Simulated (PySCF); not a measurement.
## C₆ coefficients of unlike pairs at PBE0

Calculated with PySCF 2.14 from the dipole response of each species, C₆(A,B) = (3/π) ∫ α_A(iu) α_B(iu) du, in atomic units, from isotropic polarisabilities. For ions this is the dispersion term alone; charge-induced terms of lower order in 1/R come first.

```tsv
species	configuration	basis	relativity	α (bohr³)	C₆ (like pair)
Si³⁺	[Ne] 3s1 (2S)	aug-cc-pV(Q+d)Z with one added diffuse shell each of s, p, d, f, g type (8s7p6d4f3g)	none	7.333	13.93
Se²⁺	[Ar] 3d10 4s2 4p2 (3P)	def2-QZVPPD (12s8p5d4f1g)	none	9.556	45.14
Xe³⁺	[Kr] 4d10 5s2 5p3 (4S)	aug-cc-pVQZ-DK3 (9s8p6d3f2g)	spin-free X2C	9.467	54.64
Hg²⁺	[Xe] 4f14 5d10 (1S)	x2c-TZVPPall with one added diffuse shell each of s, p, d, f type (12s8p8d4f1g)	spin-free X2C	7.920	51.51
```

Q: Estimate C₆ for Xe³⁺ with Si³⁺.

A: The integral gives 25.51. The combination rule 2 C_A C_B / (C_A α_B/α_A + C_B α_A/α_B) gives 25.24 and the geometric mean 27.59.

No spin-orbit coupling is included.

The other pairs:

| pair | C₆ |
| --- | --- |
| Se²⁺, Si³⁺ | 23.97 |
| Hg²⁺, Xe³⁺ | 52.30 |
| Hg²⁺, Se²⁺ | 46.57 |
| Xe³⁺, Se²⁺ | 49.41 |
| Hg²⁺, Si³⁺ | 23.14 |
